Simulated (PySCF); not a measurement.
C₄H₈F₂O₂Si.
Structure used (PBE0-D3(BJ)/def2-SVP), in Å, numbered top down from 1:
```xyz
17
C4H8F2O2Si angstrom
O      1.0336   -0.8507    1.1376
C      0.5500   -0.3209    0.1682
O      1.2665    0.4413   -0.6567
Si     2.9305    0.6738   -0.2691
C     -0.8961   -0.4580   -0.2460
C     -1.6839   -1.2072    0.8141
F     -2.9640   -1.4097    0.3578
C     -1.5142    0.8892   -0.5701
F     -1.4328    1.7017    0.5356
H      3.6422   -0.6304   -0.2964
H      3.3987    1.5516   -1.3724
H      3.0559    1.3552    1.0443
H     -0.9026   -1.0509   -1.1792
H     -1.7230   -0.6169    1.7431
H     -1.2176   -2.1789    1.0343
H     -2.5747    0.7533   -0.8337
H     -0.9799    1.3700   -1.4036
```

Level: CAM-B3LYP/def2-SVPD in PySCF, non-relativistic, on one gas-phase PBE0-D3(BJ)/def2-SVP geometry that isn't relaxed in the solvent. The solvent is an IEF-PCM continuum (Bondi radii, 1.10 Å for H, scaled by 1.2), and excitations are vertical TDDFT with non-equilibrium linear response and a frozen core. Specific hydrogen bonds and non-electrostatic terms are outside this model.

Gas-phase singlets (H = HOMO, L = LUMO):

```
state  E (eV)  λ (nm)      f            leading configurations
   S1   5.869     211  0.001                H→L 66%, H→L+1 22%
   S2   7.840     158  0.010     H→L+1 52%, H→L 19%, H-1→L 14%
   S3   8.127     153  0.007            H-1→L+1 48%, H-1→L 25%
   S4   8.239     150  0.100  H-1→L 37%, H-1→L+1 20%, H→L+1 9%
   S5   8.270     150  0.005   H-4→L 30%, H-8→L 12%, H-7→L 12%
```

Task: What are the lowest 5 singlets in benzene (ε = 2.271)?

Result: 
| state | E (eV) | λ (nm) | f | leading configurations | change by rank (eV) |
| --- | --- | --- | --- | --- | --- |
| S1 | 5.909 | 210 | 0.001 | H→L 75%, H→L+1 15% | +0.040 |
| S2 | 7.900 | 157 | 0.008 | H→L+1 50%, H-1→L 24%, H→L 10% | +0.060 |
| S3 | 8.138 | 152 | 0.017 | H-1→L+1 46%, H-1→L 19% | +0.011 |
| S4 | 8.206 | 151 | 0.164 | H-1→L 36%, H→L+1 20%, H-1→L+1 17% | -0.033 |
| S5 | 8.253 | 150 | 0.008 | H-4→L 28%, H-1→L+1 15%, H-7→L 14% | -0.017 |

Task: The ground-state energy changes by -0.128 eV from gas to benzene. By how much does the total energy of gas-phase S1 change?

Result: E(S1) = E(S0) + excitation energy, so it changes by -0.128 + 0.040 = -0.088 eV: it is lowered less than the ground state, which is what a blue shift means. This is the vertical state, with the slow part of the continuum still set for S0.

Task: How do the frontier levels move from gas to benzene?

Result: 
```csv
orbital,gas (eV),solvent (eV),change (eV)
LUMO+2,1.09,1.22,+0.13
LUMO+1,0.76,0.88,+0.12
LUMO,0.56,0.65,+0.09
HOMO,-10.14,-10.11,+0.03
HOMO-1,-10.95,-10.86,+0.09
HOMO-2,-11.22,-11.14,+0.08
HOMO-3,-11.34,-11.25,+0.09
```

The HOMO–LUMO gap goes from 10.70 to 10.76 eV. Rows go by rank; for HOMO-3 and HOMO-2 the atom shares or the degeneracy differ between the runs, so the row needn't follow one orbital.
